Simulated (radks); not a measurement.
Fractional charge and spin in the 5p shell of platinum: the spin-up occupation runs from 2 to 3 and the spin-down occupation from 2 to 3; the fullest corner is Pt2+, [Kr] 4d10 4f14 5s2 5d(up 4, down 4) 5p(up 3, down 3). Method: scalar-relativistic Kohn-Sham, r2SCAN, spin-polarised, spherical densities, finite nucleus; meta-GGA in the generalised Kohn-Sham scheme; Fermi nuclear charge, rms radius of each element as measured or else 0.836 A^(1/3) + 0.57 fm; computed with a radial shooting solver on a logarithmic mesh with Libxc functionals. Energy (eV) minus the two flat planes that join the four corners (they meet along the diagonal where the two added fractions sum to one electron); zero is where a piecewise linear energy would lie.

\begin{tabular}{lrrr}
down \ up & 2 & 2.5 & 3 \\ \hline
2 & 0.000 & -2.031 & 0.000 \\
2.5 & -2.031 & 0.352 & -1.886 \\
3 & 0.000 & -1.886 & 0.000 \\
\end{tabular}

Corners above the fullest one (they belong to Pt3+ and the next ion): (up 3, down 2) 85.771 eV, (up 2, down 3) 85.771 eV, (up 2, down 2) 188.63 eV. With half an added electron in each spin the energy lies 0.352 eV from the planes, and with half an added electron in spin up alone -2.031 eV. The planes are only a guide here: the flat-plane condition holds for ground states with one frontier orbital, while this shell lies below other occupied shells, so the corners above the fullest one are inner-hole states and not the ground states of those ions.
